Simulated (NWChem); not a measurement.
System: CH6FNSi; SMILES C[Si@H](N)F

Output (shortened):

```
             Northwest Computational Chemistry Package (NWChem) 7.3.0
             --------------------------------------------------------

                             Geometry "geometry" -> ""
                             -------------------------

 Output coordinates in angstroms (scale by  1.889725989 to convert to a.u.)

  No.       Tag          Charge          X              Y              Z
 ---- ---------------- ---------- -------------- -------------- --------------
    1 C                    6.0000    -0.03375100    -1.73581600     0.18247400
    2 Si                  14.0000    -0.07085400     0.05258600    -0.32673300
    3 N                    7.0000     1.42761500     0.79906200     0.03793700
    4 F                    9.0000    -1.33325300     0.73508400     0.46242200
    5 H                    1.0000     0.74700900    -2.28639300    -0.36363900
    6 H                    1.0000     0.16922700    -1.83067200     1.26128500
    7 H                    1.0000    -1.00316000    -2.21790800    -0.01538300
    8 H                    1.0000    -0.34657900     0.27153200    -1.77227700
    9 H                    1.0000     1.88321200     0.64339300     0.93013600
   10 H                    1.0000     1.65207700     1.71669600    -0.32945200

 Effective nuclear repulsion energy (a.u.)     180.4538956019

  xc_inp: hfexch multiplicative factor not found.

                                 NWChem DFT Module
                                 -----------------

 Summary of "ao basis" -> "ao basis" (spherical)
 ------------------------------------------------------------------------------
       Tag                 Description            Shells   Functions and Types
 ---------------- ------------------------------  ------  ---------------------
 C                           6-31g*                  6       14   3s2p1d
 Si                          6-31g*                  8       18   4s3p1d
 N                           6-31g*                  6       14   3s2p1d
 F                           6-31g*                  6       14   3s2p1d
 H                           6-31g*                  2        2   2s

            General Information
            -------------------
          SCF calculation type: DFT
          Wavefunction type:  closed shell.
          No. of atoms     :    10
          No. of electrons :    42
           Alpha electrons :    21
            Beta electrons :    21
          Charge           :     0
          Spin multiplicity:     1
          Use of symmetry is: off; symmetry adaption is: off
          Maximum number of iterations: 150
          AO basis - number of functions:    72
                     number of shells:    38
          Convergence on energy requested:  1.00D-06
          Convergence on density requested:  1.00D-05
          Convergence on gradient requested:  5.00D-04

              XC Information
              --------------
                     Hartree-Fock (Exact) Exchange  1.000

      Superposition of Atomic Density Guess
      -------------------------------------

 Sum of atomic energies:        -483.13302717

      Non-variational initial energy
      ------------------------------

 Total energy =    -484.782319
 1-e energy   =   -1025.342703
 2-e energy   =     360.106487
 HOMO         =      -0.369074
 LUMO         =       0.085086

     ---------------------------------------------
      Total Density - Mulliken Population Analysis
     ---------------------------------------------

    Atom       Charge   Shell Charges
 -----------   ------   -------------------------------------------------------
    1 C    6     7.00   2.00  0.72  2.11  0.71  1.44  0.02
    2 Si  14    12.75   2.00  2.00  5.97  0.84  1.26  0.19  0.26  0.22
    3 N    7     8.21   2.00  0.82  2.67  0.81  1.89  0.01
    4 F    9     9.63   2.00  0.95  3.48  1.00  2.19  0.01
    5 H    1     0.73   0.45  0.29
    6 H    1     0.74   0.45  0.29
    7 H    1     0.74   0.45  0.29
    8 H    1     1.09   0.47  0.61
    9 H    1     0.56   0.40  0.15
   10 H    1     0.55   0.40  0.15

   convergence    iter        energy       DeltaE   RMS-Dens  Diis-err
 ---------------- ----- ----------------- --------- --------- ---------
 d= 0,ls=0.0,diis     1   -484.1964586720 -6.65D+02  7.83D-03  5.60D-01
 d= 0,ls=0.0,diis     2   -484.2531485848 -5.67D-02  2.47D-03  1.42D-01
 d= 0,ls=0.0,diis     3   -484.2657708588 -1.26D-02  8.94D-04  4.42D-03
 d= 0,ls=0.0,diis     4   -484.2665104499 -7.40D-04  1.72D-04  1.41D-04
 d= 0,ls=0.0,diis     5   -484.2665347203 -2.43D-05  5.29D-05  1.61D-05
  Resetting Diis
 d= 0,ls=0.0,diis     6   -484.2665372156 -2.50D-06  1.85D-05  7.91D-07
 d= 0,ls=0.0,diis     7   -484.2665374187 -2.03D-07  4.70D-06  7.51D-08

         Total DFT energy =     -484.266537418715
      One electron energy =    -1029.115940378532
           Coulomb energy =      408.926065226363
    Exchange-Corr. energy =      -44.530557868486
 Nuclear repulsion energy =      180.453895601940

 Numeric. integr. density =        0.000000000000

                       DFT Final Molecular Orbital Analysis
                       ------------------------------------

 Vector   19  Occ=2.000000D+00  E=-5.086736D-01
              MO Center=  6.7D-02, -1.9D-01, -4.7D-01, r^2= 3.2D+00
   Bfn.  Coefficient  Atom+Function         Bfn.  Coefficient  Atom+Function
  ----- ------------  ---------------      ----- ------------  ---------------
    68      0.251285   8 H  s                35      0.235738   3 N  px
     4      0.223630   1 C  py               67      0.195657   8 H  s
    23     -0.193503   2 Si pz               22     -0.170373   2 Si py
    39      0.163425   3 N  px               51      0.149555   4 F  pz
    20      0.141481   2 Si s                 8      0.135886   1 C  py

 Vector   20  Occ=2.000000D+00  E=-4.542645D-01
              MO Center= -1.4D-01, -7.0D-01, -3.8D-01, r^2= 2.7D+00
   Bfn.  Coefficient  Atom+Function         Bfn.  Coefficient  Atom+Function
  ----- ------------  ---------------      ----- ------------  ---------------
     4      0.342039   1 C  py               68     -0.282920   8 H  s
    22     -0.267635   2 Si py                8      0.238115   1 C  py
    23      0.236723   2 Si pz               67     -0.197635   8 H  s
     5     -0.130007   1 C  pz                6      0.125762   1 C  s
    50      0.123812   4 F  py               18      0.110453   2 Si py

 Vector   21  Occ=2.000000D+00  E=-4.212405D-01
              MO Center=  1.3D+00,  7.1D-01, -2.3D-03, r^2= 1.3D+00
   Bfn.  Coefficient  Atom+Function         Bfn.  Coefficient  Atom+Function
  ----- ------------  ---------------      ----- ------------  ---------------
    35      0.340214   3 N  px               37     -0.316776   3 N  pz
    39      0.317615   3 N  px               36     -0.300052   3 N  py
    41     -0.287284   3 N  pz               40     -0.270643   3 N  py
    49      0.120550   4 F  px               53      0.094099   4 F  px
    38      0.091232   3 N  s                34      0.064077   3 N  s

 Vector   22  Occ=0.000000D+00  E= 1.881655D-01
              MO Center=  6.9D-01,  8.8D-01, -9.6D-02, r^2= 4.9D+00
   Bfn.  Coefficient  Atom+Function         Bfn.  Coefficient  Atom+Function
  ----- ------------  ---------------      ----- ------------  ---------------
    38      1.384625   3 N  s                26     -0.862667   2 Si py
    25     -0.570071   2 Si px               70     -0.561125   9 H  s
    72     -0.536662  10 H  s                24     -0.381968   2 Si s
    66     -0.268973   7 H  s                27     -0.231267   2 Si pz
    40      0.207638   3 N  py               62     -0.170745   5 H  s

 Vector   23  Occ=0.000000D+00  E= 2.042530D-01
              MO Center=  3.2D-01, -5.2D-01, -3.0D-01, r^2= 5.5D+00
   Bfn.  Coefficient  Atom+Function         Bfn.  Coefficient  Atom+Function
  ----- ------------  ---------------      ----- ------------  ---------------
     6      1.599319   1 C  s                26      1.064899   2 Si py
    24     -0.902050   2 Si s                25     -0.638441   2 Si px
    38      0.572377   3 N  s                64     -0.561381   6 H  s
    66     -0.294860   7 H  s                70     -0.244410   9 H  s
    40     -0.234543   3 N  py               52     -0.230378   4 F  s

 Vector   24  Occ=0.000000D+00  E= 2.151697D-01
              MO Center= -6.4D-01, -4.4D-01,  4.8D-02, r^2= 4.9D+00
   Bfn.  Coefficient  Atom+Function         Bfn.  Coefficient  Atom+Function
  ----- ------------  ---------------      ----- ------------  ---------------
     6      1.256268   1 C  s                25      0.955212   2 Si px
    24     -0.638678   2 Si s                27     -0.590213   2 Si pz
    52      0.548070   4 F  s                62     -0.496261   5 H  s
    66     -0.393633   7 H  s                64     -0.366796   6 H  s
    72     -0.239335  10 H  s                70     -0.229725   9 H  s

     ---------------------------------------------
      Total Density - Mulliken Population Analysis
     ---------------------------------------------

    Atom       Charge   Shell Charges
 -----------   ------   -------------------------------------------------------
    1 C    6     6.82   2.00  0.64  2.06  0.74  1.35  0.03
    2 Si  14    12.70   2.00  2.00  5.98  0.79  1.46  0.04  0.12  0.32
    3 N    7     8.08   2.00  0.74  2.49  0.89  1.93  0.02
    4 F    9     9.55   2.00  0.92  3.30  1.05  2.28  0.01
    5 H    1     0.81   0.51  0.30
    6 H    1     0.81   0.51  0.31
    7 H    1     0.81   0.51  0.30
    8 H    1     1.18   0.51  0.68
    9 H    1     0.62   0.49  0.14
   10 H    1     0.62   0.49  0.13

     -------------------------------------------
      Total Density - Lowdin Population Analysis
     -------------------------------------------

    Atom       Charge   Shell Charges
 -----------   ------   -------------------------------------------------------
    1 C    6     6.61   1.99  0.56  1.90  0.48  1.63  0.05
    2 Si  14    13.21   2.00  1.97  5.89  0.55  1.41  0.30  0.60  0.48
    3 N    7     7.70   1.99  0.69  2.37  0.59  2.03  0.03
    4 F    9     9.37   1.99  0.93  3.19  0.87  2.37  0.01
    5 H    1     0.85   0.48  0.36
    6 H    1     0.85   0.48  0.37
    7 H    1     0.85   0.48  0.36
    8 H    1     1.10   0.52  0.58
    9 H    1     0.74   0.46  0.27
   10 H    1     0.73   0.46  0.27

     Multipole analysis of the density
     ---------------------------------

     L   x y z        total         alpha         beta         nuclear
     -   - - -        -----         -----         ----         -------
     0   0 0 0     -0.000000    -21.000000    -21.000000     42.000000

     1   1 0 0      0.724205      0.455311      0.455311     -0.186418
     1   0 1 0     -0.103338      1.056517      1.056517     -2.216373
     1   0 0 1      0.079751     -0.582420     -0.582420      1.244591

     2   2 0 0    -24.787401    -80.834462    -80.834462    136.881524
     2   1 1 0      2.785118     -5.079919     -5.079919     12.944956
     2   1 0 1      2.162670      6.622967      6.622967    -11.083263
     2   0 2 0    -22.000517    -90.246626    -90.246626    158.492734
     2   0 1 1     -0.547522      1.085629      1.085629     -2.718779
     2   0 0 2    -23.357158    -28.582018    -28.582018     33.806879

                     NWChem Electrostatic Potential Fit Module
                     -----------------------------------------

 Atom parameters

 Number of atoms is                                   10
 Number of basis functions is                         72

 Grid parameters

 Maximum number of grid points is                  42017
 Number of grid points is                          42016
 Grid range                                     0.300000 nm
 Grid spacing                                   0.020000 nm
 Probe radius                                   0.070000 nm
 Atom radius factor                             1.000000

 Atomic radii

    1    0.100000
    6    0.147000
    7    0.140000
    9    0.128000
   14    0.187000
 FASTESP  F
  using M.O. file = ./job.movecs

    Atom              Coordinates                           Charge

                                                  ESP

    1 C    -0.003375   -0.173582    0.018247   -0.510045
    2 Si   -0.007085    0.005259   -0.032673    1.241811
    3 N     0.142762    0.079906    0.003794   -1.176371
    4 F    -0.133325    0.073508    0.046242   -0.463094
    5 H     0.074701   -0.228639   -0.036364    0.090453
    6 H     0.016923   -0.183067    0.126129    0.132704
    7 H    -0.100316   -0.221791   -0.001538    0.092196
    8 H    -0.034658    0.027153   -0.177228   -0.232561
    9 H     0.188321    0.064339    0.093014    0.409742
   10 H     0.165208    0.171670   -0.032945    0.415167
                                            ------------
                                               -0.000000

 Dipole moment                                  0.775399

 Quadrupole moment Qxx                         -6.976759
                   Qyy                          5.252213
                   Qzz                          1.724546

 RMS deviation kJ/mol                           0.054071

 RRMS %                                        25.873400
```

Level: Hartree-Fock/6-31G* (spherical d). Structure relaxed at the PBE0/def2-SVP level.

Which NWChem input produces such a log?

Several could match; the one computed here: the input that was run:
```
start job
memory heap 200 mb stack 900 mb global 1100 mb
geometry units angstroms noautosym nocenter noautoz
  C     -0.033751    -1.735816     0.182474
  Si    -0.070854     0.052586    -0.326733
  N      1.427615     0.799062     0.037937
  F     -1.333253     0.735084     0.462422
  H      0.747009    -2.286393    -0.363639
  H      0.169227    -1.830672     1.261285
  H     -1.003160    -2.217908    -0.015383
  H     -0.346579     0.271532    -1.772277
  H      1.883212     0.643393     0.930136
  H      1.652077     1.716696    -0.329452
end
basis spherical
  * library 6-31g*
end
dft
  xc hfexch
  iterations 150
  mulliken
end
task dft energy
esp
  recalculate
  probe 0.07
  range 0.3
  factor 1.0
  spacing 0.02
end
task esp
```
